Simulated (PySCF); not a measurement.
# SMILES [SiH3]/C1=C/CC/C=C\CC1, C8H14Si

Geometry:
```csv
atom,x (Å),y (Å),z (Å)
Si1,2.744,-0.690,0.875
C2,1.077,-0.529,0.035
C3,0.159,-1.489,0.257
C4,-1.249,-1.643,-0.239
C5,-1.963,-0.416,-0.811
C6,-2.080,0.722,0.166
C7,-1.169,1.654,0.473
C8,0.217,1.866,-0.058
C9,0.883,0.712,-0.812
H10,3.845,-0.758,-0.139
H11,2.787,-1.916,1.730
H12,3.027,0.509,1.729
H13,0.467,-2.324,0.902
H14,-1.259,-2.454,-0.992
H15,-1.846,-2.039,0.602
H16,-1.481,-0.093,-1.743
H17,-2.977,-0.731,-1.103
H18,-3.027,0.771,0.716
H19,-1.469,2.392,1.227
H20,0.861,2.143,0.796
H21,0.213,2.763,-0.706
H22,1.870,1.071,-1.152
H23,0.335,0.482,-1.734
```

Method used: TDDFT CAM-B3LYP/def2-SVPD excited states, vertical, gas phase in PySCF. Geometry: PBE0-D3(BJ)/def2-SVP.

Problem. How strongly do the lowest singlets absorb one photon, and two photons of half the energy?

Solution. δ for parallel linear polarisation; σ at the peak of a Lorentzian of half width 0.1 eV, single beam; Ω is circular over linear.
| state | E (eV) | f | photon λ (nm) | δ (au) | σ (GM) | Ω | main |
| --- | --- | --- | --- | --- | --- | --- | --- |
| S1 | 6.48 | 0.065 | 383 | 13.4 | 0.21 | 0.34 | HOMO−1→LUMO 0.70, HOMO→LUMO+2 0.08 |
| S2 | 6.54 | 0.039 | 379 | 8.95 | 0.14 | 1.08 | HOMO→LUMO 0.76, HOMO−2→LUMO 0.13 |
| S3 | 6.68 | 0.012 | 371 | 5.3 | 0.09 | 1.19 | HOMO→LUMO+1 0.62, HOMO−1→LUMO+4 0.10 |
| S4 | 6.74 | 0.011 | 368 | 16.1 | 0.27 | 1.30 | HOMO−2→LUMO 0.31, HOMO−1→LUMO+1 0.22 |
| S5 | 6.79 | 0.004 | 365 | 11 | 0.19 | 0.86 | HOMO−1→LUMO+1 0.31, HOMO−2→LUMO 0.29 |
| S6 | 6.99 | 0.133 | 355 | 17.5 | 0.31 | 0.14 | HOMO→LUMO+2 0.66, HOMO−1→LUMO+2 0.10 |

Among these, the strongest one-photon state is S6, the strongest two-photon state S6, with a dipole change of 3.1 D (relaxed, norm of the difference vector).
